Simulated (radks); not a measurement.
The numbers below are computed, except where a source is named.
Ionisation of neutral ruthenium, [Kr] 4d7 5s1, to [Kr] 4d7 as the strength of local exchange is varied. Code: a radial shooting solver on a logarithmic mesh with Libxc functionals. Model: scalar-relativistic Kohn-Sham, Slater X-alpha exchange (alpha = 2/3 is LDA exchange), no correlation, spin-unpolarised, spherical densities, finite nucleus; Fermi nuclear charge, rms radius 4.4809 fm.

alpha  E(Ru) (hartree)  exchange (hartree)  IE (eV)  -e of the level emptied (eV)  <r> of it (bohr)
0.627      -4514.67218          -117.05061    6.468                    3.436 (5s)             3.469
0.667      -4522.15888          -124.72712    6.670                    3.617 (5s)             3.431
0.691      -4526.65693          -129.34501    6.793                    3.728 (5s)             3.408
0.791      -4545.44749          -148.68274    7.316                    4.207 (5s)             3.316
0.814      -4549.78041          -153.15241    7.439                    4.321 (5s)             3.295
0.947      -4574.91725          -179.15964    8.170                    5.005 (5s)             3.180
0.984      -4581.93481          -186.44340    8.378                    5.203 (5s)             3.150

NIST Atomic Spectra Database: 7.361 eV (measured). The Delta-SCF value meets it near alpha = 0.80. Spin polarisation and multiplet splitting are left out, so open shells lie too high by an amount that depends on their filling.

Beside tabulated values, note that spin-unpolarised runs miss the spin-polarisation part of the exchange energy of open shells.
